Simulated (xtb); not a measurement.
Zn(SMe)(SeH) (CH4SSeZn), SMILES [Zn]([S]C)[SeH]. All values are semi-empirical tight-binding results from xtb (GFN2-xTB unless named), good for trends rather than for accurate numbers. The structure is a stationary point at GFN2-xTB. The structure was generated by enumeration; whether it is a known compound was not checked. Other conformers were not sampled.

Optimised geometry:

```xyz
8

Zn    -0.1640    -0.0863    -0.1323
S     -0.9585    -0.6715    -2.1791
C     -2.4885    -1.6041    -1.8104
H     -2.2627    -2.4753    -1.2042
H     -2.8741    -1.9179    -2.7751
H     -3.2107    -0.9617    -1.3175
Se     1.2667     0.8192     1.5389
H      0.4656     0.4602     2.6727
```

For metal compounds this method's bond lengths and energies can be far off.

Computed properties:
```
Item                                          Result
-------------------------------------  -------------
orbital gap                                  2.58 eV
zero-point energy                      27.6 kcal/mol
G − E(el) at 298.15 K (modified RRHO)   4.6 kcal/mol
```

Computed atomic charges and the Wiberg bond orders between heavy atoms:
charges (e) Zn1 0.30, S2 -0.29, C3 -0.04, H4 0.05, H5 0.07, H6 0.05, Se7 -0.33, H8 0.18. Bond orders Zn1–S2 0.81, S2–C3 0.99, Zn1–Se7 0.82, S2–Se7 0.32.
